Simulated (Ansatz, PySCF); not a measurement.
Noncovalent pair: HBr (SMILES Br) (first 2 atoms) with H2Se (SMILES [SeH2]); geometry from B3LYP-D3(BJ)/def2-TZVP.
(charge 0, multiplicity 1):
```tsv
atom	x (Å)	y (Å)	z (Å)
Br	-0.3306	0.1312	-0.5702
H	-0.3518	0.1466	0.8749
Se	-0.2333	0.1128	3.3892
H	0.3218	-1.2480	3.3319
H	1.1125	0.7021	3.3192
```

Counterpoise-corrected where a basis set is named; no monomer relaxation. Rows marked so take none.

Cores are frozen in the correlated methods. Filled d and f shells under p-block atoms count as core. Rows in 3-21G carry no dispersion term and start afresh at each structure; the Pople sets are all-electron and without relativity.

Run with Ansatz (Gaussian basis) for Hartree–Fock, density functionals and correlated methods; PySCF for 3-21G rows, the dispersion terms. 

### Question
What interaction energy does HF/3-21G (no counterpoise) give?

### Answer
-45 meV

### Question
Give the interaction energy at the level wB97X-V/def2-TZVPPD.

### Answer
-127 meV

### Question
Estimate the interaction energy that B2PLYP-D3(BJ)/def2-TZVPPD returns for this input.

### Answer
-143 meV

Ansatz is an electronic-structure program.
